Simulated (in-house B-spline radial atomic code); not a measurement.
What moves the levels of Hg+ ([Xe] 4f14 5d10 6s1)? Method: Dirac-Hartree-Fock, average of configuration, Fermi nucleus of rms radius 5.4648 fm. Calculated with a B-spline radial code for spherical atoms.

Baseline run (computed): total energy -19648.5586 hartree, 1s1/2 at -3074.557 hartree, 6s1/2 at -17.384 eV with <r> = 2.613 bohr.

Scaling the speed of light c (a factor of 100 is close to the non-relativistic limit):

| c/c0 | ΔE (hartree) | 6s1/2 level (eV) | 6s1/2 <r> (bohr) |
| --- | --- | --- | --- |
| 0.9 | -371.89 | -18.4279 | 2.506 |
| 0.98 | -62.477 | -17.5525 | 2.594 |
| 1.02 | 57.797 | -17.2302 | 2.63 |
| 1.2 | 430.01 | -16.2942 | 2.742 |
| 100 | 1240.4 | -14.5574 | 3.001 |

Changing the nucleus:

```csv
nucleus,ΔE (eV)
Gaussian nucleus of rms radius 5.4648 fm,-1.03
uniform spherical nucleus of rms radius 5.4648 fm,0.244
Gaussian nucleus of rms radius 0.01 fm,-130
Fermi nucleus of rms radius 5.3555 fm,-4.16
Fermi nucleus of rms radius 5.5741 fm,4.21
```

A larger nucleus binds the electrons less, roughly as the density at the nucleus times the change of the nuclear <r²>. At equal rms radius the shape enters only through higher moments. A radius of 0.01 fm is nearly a point.

**Question.** The nuclear charge is raised by 0.1. What does the Hellmann-Feynman theorem predict for the energy, and what is found?

**Answer.** dE/dZ ≈ -Σ<1/r>, which is -619.273 at the start and -620.515 at the end; their mean times 0.1 is -61.989 hartree, and the two runs differ by -61.984 hartree.
